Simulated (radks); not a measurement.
Al II, 12 electrons, occupied as [Ne] 3s1 7d1 (not the ground configuration).

Method: non-relativistic Kohn-Sham, r2SCAN, spin-polarised, spherical densities, point nucleus; open shells are filled with parallel spins first; meta-GGA in the generalised Kohn-Sham scheme; computed with a radial shooting solver on a logarithmic mesh with Libxc functionals.

Energy parts (hartree):
part                      energy
total                 -241.48350
kinetic                241.13597
electron-nucleus      -569.06589
Hartree                104.54967
exchange-correlation   -18.10325

Orbitals (lengths in bohr, moments of r in powers of bohr; r(90%) holds 90 % of the orbital's charge):
1s up: occ. 1; eigenvalue (hartree) -56.51029; r(90%) 0.215; <r> 0.1205
1s down: occ. 1; eigenvalue (hartree) -56.50521; r(90%) 0.215; <r> 0.1205
2s up: occ. 1; eigenvalue (hartree) -4.79896; r(90%) 0.985; <r> 0.6240
2s down: occ. 1; eigenvalue (hartree) -4.79381; r(90%) 0.987; <r> 0.6245
2p up: occ. 3; eigenvalue (hartree) -3.33706; r(90%) 1.01; <r> 0.6005
2p down: occ. 3; eigenvalue (hartree) -3.32939; r(90%) 1.01; <r> 0.5992
3s up: occ. 1; eigenvalue (hartree) -0.86358; r(90%) 3.27; <r> 2.207
7d up: occ. 1; eigenvalue (hartree) -0.03807; r(90%) 43.0; <r> 31.81

The highest occupied level is 7d up at -1.036 eV. Virial ratio -V/T = 2.00144. Summed over all electrons, <r^2> = 1142 bohr^2, which gives a Langevin (diamagnetic) susceptibility term of -904 x 10^-6 cm^3/mol. The electron density at the nucleus is 1403 e/bohr^3. The density falls to 0.001 e/bohr^3 at r = 3.38 bohr. Spin moment in Bohr magnetons: 2.
